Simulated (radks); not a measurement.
Species: Hg III. Configuration: [Xe] 4f14 5d10. All-electron calculation, Dirac Kohn-Sham, LDA (Slater exchange, Perdew-Wang correlation), spin-unpolarised, spherical densities, finite nucleus; Fermi nuclear charge, rms radius 5.4648 fm. Program: a radial shooting solver on a logarithmic mesh with Libxc functionals.

Unscreened Slater integrals over Kohn-Sham orbitals (cm^-1). Large and small components are both included. Empty in this configuration: 6s1/2.

\begin{tabular}{lr}
integral & value \\ \hline
F0(5d5/2,5d5/2) & 135470 \\
F2(5d5/2,5d5/2) & 69843 \\
F4(5d5/2,5d5/2) & 46137 \\
F0(5d5/2,5d3/2) & 137970 \\
F2(5d5/2,5d3/2) & 71109 \\
G2(5d5/2,5d3/2) & 71001 \\
G4(5d5/2,5d3/2) & 46942 \\
F0(5d5/2,5p3/2) & 154330 \\
F2(5d5/2,5p3/2) & 76333 \\
G1(5d5/2,5p3/2) & 92588 \\
G3(5d5/2,5p3/2) & 57185 \\
F0(5d5/2,5p1/2) & 158760 \\
G3(5d5/2,5p1/2) & 52026 \\
F0(5d5/2,6s1/2) & 97955 \\
G2(5d5/2,6s1/2) & 24499 \\
F0(5d3/2,5d3/2) & 140630 \\
F2(5d3/2,5d3/2) & 72599 \\
F0(5d3/2,5p3/2) & 158170 \\
F2(5d3/2,5p3/2) & 79469 \\
G1(5d3/2,5p3/2) & 98058 \\
G3(5d3/2,5p3/2) & 60592 \\
F0(5d3/2,5p1/2) & 163030 \\
G1(5d3/2,5p1/2) & 90504 \\
F0(5d3/2,6s1/2) & 98712 \\
G2(5d3/2,6s1/2) & 22489 \\
F0(5p3/2,5p3/2) & 184860 \\
F2(5p3/2,5p3/2) & 99350 \\
F0(5p3/2,5p1/2) & 193230 \\
G2(5p3/2,5p1/2) & 100850 \\
F0(5p3/2,6s1/2) & 103160 \\
G1(5p3/2,6s1/2) & 8730.6 \\
F0(5p1/2,5p1/2) & 203310 \\
F0(5p1/2,6s1/2) & 104280 \\
G1(5p1/2,6s1/2) & 6665.0 \\
F0(6s1/2,6s1/2) & 83859 \\
\end{tabular}
